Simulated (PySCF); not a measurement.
Level of theory and proton affinities: 2-mercaptopyridine

Structure: `S=c1cccc[nH]1` (C5H5NS). Optimised structure (Å), atoms numbered from 1:
```
S     3.0401    0.1843   -0.0154
C     1.3804    0.1333   -0.0099
C     0.5014    1.2686   -0.0203
C    -0.8596    1.1233   -0.0148
C    -1.4566   -0.1672    0.0013
C    -0.6240   -1.2492    0.0114
N     0.7193   -1.0811    0.0059
H     0.9738    2.2510   -0.0326
H    -1.4973    2.0110   -0.0230
H    -2.5375   -0.3016    0.0057
H    -0.9794   -2.2810    0.0240
H     1.3369   -1.8887    0.0133
```

All levels share the PBE0-D3(BJ)/def2-SVP structures and the GFN2-xTB thermal terms; only the single-point energies (PySCF) change. Values are proton affinities (298 K, kJ/mol).

| level | S1 | C3 | C5 | N7 | time |
| --- | --- | --- | --- | --- | --- |
| PBE0-D3(BJ)/6-31G | 899 | 803 | 795 | 727 | 23 s |
| PBE0-D3(BJ)/def2-SV(P) | 922 | 808 | 802 | 721 | 37 s |
| PBE0-D3(BJ)/6-31G* | 929 | 820 | 814 | 739 | 38 s |
| PBE0-D3(BJ)/def2-TZVP | 938 | 812 | 810 | 739 | – |
| M06-L/def2-TZVP (grid 3) | 943 | 820 | 817 | 740 | 7.5 min |

Times are wall times for all single points of a level on 1 thread of Arm Neoverse N1, a shared host; the dash marks the run that also made the structures. M06-L ran on a slower path of this set-up, which computes the density-fitting integrals anew in every SCF cycle while the other levels store them. So the times needn't show the usual order of cost, and those levels read slower than they are.

The widest spread is that of S1: 45 kJ/mol, from 899 to 943.

Caveats: the order of C3 and C5 is undecided: the gaps lie inside the method's error (some 10 kJ/mol, one structure a species).

Differences come from unrounded values, so a last digit can differ from that of the printed terms.
